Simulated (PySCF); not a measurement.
CH₅ClGaNO, SMILES C[O][Ga]([NH2])[Cl].

Coordinates come from a r2SCAN-D4/def2-SVP optimisation. The structure was generated by enumeration; whether it is a known compound was not checked. The values are those of a single conformer.

Vertical ionisation energy (IE) and electron affinity (EA) in eV. Rows of orbital energies are one-electron estimates. Where ΔSCF, EOM or ADC give a negative EA the extra electron is unbound and the value depends on the basis.

```tsv
level	IE	EA
−ε(HOMO), −ε(LUMO), PBE0/def2-TZVP (PySCF)	7.75	0.69
−ε(HOMO), −ε(LUMO), PBE/def2-TZVP (PySCF)	6.26	1.63
```
